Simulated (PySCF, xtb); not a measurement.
BFClBr, SMILES FB(Cl)Br.

GFN2-xTB (xtb) at its own geometry gives an orbital gap of 4.61 eV and a dipole moment of 3.18 D.

The structure is a stationary point at TPSSh-D3(BJ)/def2-SVP.

**Question.** What does PBE/def2-TZVPD in PySCF give? (The exact figures need the calculation; the answer reports its results.)

**Answer.** gap 5.28 eV (levels -7.57 and -2.28 eV), dipole 0.29 D.
